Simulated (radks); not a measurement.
The numbers below are computed, except where a source is named.
Valence configurations of Ho2+ (all share [Xe]). Level of theory: scalar-relativistic Kohn-Sham, r2SCAN, spin-polarised, spherical densities, finite nucleus; open shells are filled with parallel spins first (spin-orbit coupling, left out, can overturn this in heavy ions); meta-GGA in the generalised Kohn-Sham scheme; Fermi nuclear charge, rms radius 5.2022 fm (a radial shooting solver on a logarithmic mesh with Libxc functionals). Energies are relative to 4f11; eigenvalues in eV for spin up.

[
 {"valence": "4f11", "E (eV)": "0.000", "moment (Bohr magnetons)": "3", "e(4f)": "-18.298", "e(5d)": "-", "e(6p)": "-", "e(6s)": "-"},
 {"valence": "4f10.5 5d0.5", "E (eV)": "1.446", "moment (Bohr magnetons)": "4", "e(4f)": "-21.624", "e(5d)": "-14.310", "e(6p)": "-", "e(6s)": "-"},
 {"valence": "4f10.5 6p0.5", "E (eV)": "3.451", "moment (Bohr magnetons)": "4", "e(4f)": "-23.604", "e(5d)": "-", "e(6p)": "-11.581", "e(6s)": "-"},
 {"valence": "4f10 6s1", "E (eV)": "3.587", "moment (Bohr magnetons)": "5", "e(4f)": "-27.936", "e(5d)": "-", "e(6p)": "-", "e(6s)": "-17.392"},
 {"valence": "4f10 5d1", "E (eV)": "3.693", "moment (Bohr magnetons)": "5", "e(4f)": "-25.163", "e(5d)": "-15.399", "e(6p)": "-", "e(6s)": "-"},
 {"valence": "4f10 6p1", "E (eV)": "8.514", "moment (Bohr magnetons)": "5", "e(4f)": "-29.231", "e(5d)": "-", "e(6p)": "-12.962", "e(6s)": "-"},
 {"valence": "4f9.5 5d1 6p0.5", "E (eV)": "9.605", "moment (Bohr magnetons)": "6", "e(4f)": "-31.010", "e(5d)": "-17.820", "e(6p)": "-12.213", "e(6s)": "-"},
 {"valence": "4f9 5d2", "E (eV)": "11.040", "moment (Bohr magnetons)": "7", "e(4f)": "-32.796", "e(5d)": "-17.439", "e(6p)": "-", "e(6s)": "-"},
 {"valence": "4f9 6s2", "E (eV)": "15.074", "moment (Bohr magnetons)": "5", "e(4f)": "-39.082", "e(5d)": "-", "e(6p)": "-", "e(6s)": "-18.980"},
 {"valence": "4f9 5d1 6p1", "E (eV)": "17.447", "moment (Bohr magnetons)": "7", "e(4f)": "-37.115", "e(5d)": "-20.211", "e(6p)": "-13.499", "e(6s)": "-"}
]

NIST lists [Xe] 4f11 as the ground configuration; this level of theory agrees among the configurations tried. The energies are those of spherical high-spin densities, not of single terms.
